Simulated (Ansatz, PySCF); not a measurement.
Spin states of IrO2 (SMILES [O]=[Ir]=[O]), each relaxed with B3LYP-D3(BJ)/def2-TZVP.
State 1 (charge 0, multiplicity 2):
```xyz
3

Ir     0.0318    -0.0210     0.0210
O      1.2593     0.2360    -1.1240
O     -1.3242    -0.1677     1.0326
```
State 2 (charge 0, multiplicity 6):
| atom | x (Å) | y (Å) | z (Å) |
|---|---|---|---|
| Ir | 0.2711 | -0.2264 | 0.2690 |
| O | 1.1361 | 0.3384 | -1.2454 |
| O | -1.4402 | -0.0646 | 0.9059 |

Singlets are restricted, other states unrestricted; no spin–orbit coupling, no relativity up to Kr; see below for the cores. The largest T1 diagnostic is 0.088.

Correlated levels freeze the inner cores; with def2 sets outer-core shells near the valence are correlated too.

The values were computed with Ansatz (Gaussian orbitals); PySCF for the dispersion terms. Values without a source in brackets are computed. In def2 rows elements past Kr take small-core potentials, without spin–orbit coupling.

| level | energy of the multiplicity-6 state less that of the multiplicity-2 state (kJ/mol) |
|---|---|
| BLYP-D3(BJ)/def2-TZVPP | 295.4 |
| BLYP-D4/def2-TZVPP | 295.6 |
| r2SCAN-D4/def2-TZVPP | 252.3 |
| B3LYP-D3(BJ)/def2-TZVPP | 276.4 |
| B3LYP-D4/def2-TZVPP | 276.5 |
| PBE0/def2-TZVPP | 265.0 |
| BHLYP/def2-TZVPP | 206.0 |
| BHLYP-D3(BJ)/def2-TZVPP | 206.0 |
| B2PLYP/def2-TZVPP | ___ |

### Question
Complete the blanks.

### Answer

- B2PLYP/def2-TZVPP, energy of the multiplicity-6 state less that of the multiplicity-2 state (kJ/mol): 374.0

Ansatz is a quantum-chemistry and plane-wave program.
